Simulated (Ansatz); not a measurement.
Gas-phase electronic energies from Ansatz, PBE0-D4/def2-TZVP geometries. CBS: MP2 limit from def2 TZ/QZ plus the TZ coupled-cluster correction, frozen cores. DFT in def2-TZVPP. One conformer a species, not always the lowest.

Reaction (isomerisation): `OC(F)([SiH3])[SiH3]` → `CO[SiH](F)[SiH3]`

(1) Is it downhill or uphill in electronic energy at CCSD(T)/CBS, and by how much? (An estimate is asked.)

(2) What do these levels give: PBE-D4, revPBE, BLYP, r2SCAN0, LC-ωPBE, SCS-MP2/def2-TZVPP? (Best estimate.)

(3) What do rigid-rotor, harmonic-oscillator terms from PBE0-D4/def2-TZVP frequencies (298.15 K, 1 bar) make of the CCSD(T)/CBS value? (An estimate is asked.)

Largest T1 diagnostic among the species: 0.013.

## Answers

(1) Computed: Downhill: ΔE = -335.0 kJ/mol.

(2) Computed: PBE-D4 -308.1, revPBE -313.2, BLYP -321.2, r2SCAN0 -335.1, LC-ωPBE -327.3, SCS-MP2/def2-TZVPP -339.3 kJ/mol.

(3) Computed: ΔZPE = +16.4 kJ/mol, ΔH = -317.7 kJ/mol, ΔS = 17 J/(mol·K), ΔG = -322.9 kJ/mol.

In def2-TZVPP, CCSD(T) changes the Hartree–Fock value by +25.9 kJ/mol (the triples alone add +5.9 kJ/mol) and MP2 by +17.6 kJ/mol. At CCSD(T), def2-SVP lies +39.2 kJ/mol from the extrapolated value and def2-TZVPP +3.3 kJ/mol.
